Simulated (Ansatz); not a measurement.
`F[CH]([SiH3])[ZnH]` and `FC([SiH3])[TeH]` differ in one atom or group.

Ansatz, PBE0-D4/def2-TZVP geometries, multiplicity 1. 

Elements past krypton have def2 core potentials. Scalar relativity is left out up to krypton.

```json
{"property": "HOMO energy (B3LYP/def2-TZVPP) / eV", "`F[CH]([SiH3])[ZnH]`": "-7.15"}
{"property": "zero-point energy (PBE0-D4/def2-TZVP) / kJ/mol", "`F[CH]([SiH3])[ZnH]`": "130.2"}
{"property": "HOMO–LUMO gap (ωB97M-V/def2-TZVPP) / eV", "`F[CH]([SiH3])[ZnH]`": "10.05"}
{"property": "ideal-gas entropy at 298 K and 1 bar (rigid rotor, harmonic PBE0-D4/def2-TZVP) / J/(mol·K)", "`F[CH]([SiH3])[ZnH]`": "343"}
{"property": "size of the dipole moment (PBE/def2-TZVPP) / D", "`F[CH]([SiH3])[ZnH]`": "1.24"}
{"property": "LUMO energy (PBE/def2-TZVPP) / eV", "`F[CH]([SiH3])[ZnH]`": "-1.72"}
```

**Question.** What does the change do to each property? (Best estimate.)

**Answer.** Computed: 
| property | `FC([SiH3])[TeH]` | shift |
| --- | --- | --- |
| HOMO energy (B3LYP/def2-TZVPP) / eV | -6.42 | 0.73 |
| zero-point energy (PBE0-D4/def2-TZVP) / kJ/mol | 133.4 | 3.2 |
| HOMO–LUMO gap (ωB97M-V/def2-TZVPP) / eV | 9.52 | -0.53 |
| ideal-gas entropy at 298 K and 1 bar (rigid rotor, harmonic PBE0-D4/def2-TZVP) / J/(mol·K) | 350 | 7 |
| size of the dipole moment (PBE/def2-TZVPP) / D | 1.22 | -0.02 |
| LUMO energy (PBE/def2-TZVPP) / eV | -1.85 | -0.13 |

With PBE0 the HOMO rises by 0.71 eV and the LUMO falls by 0.11 eV, so the gap narrows by about 0.82 eV. PBE moves the HOMO by 0.53 eV and ωB97M-V by 0.77 eV. Dipoles are sizes alone; their direction can turn.

B3LYP here is the variant with VWN-RPA as its local correlation; programs differ in this.

Spin–orbit coupling is left out; it splits and shifts lone-pair levels of the heavy atoms by tenths of an eV.
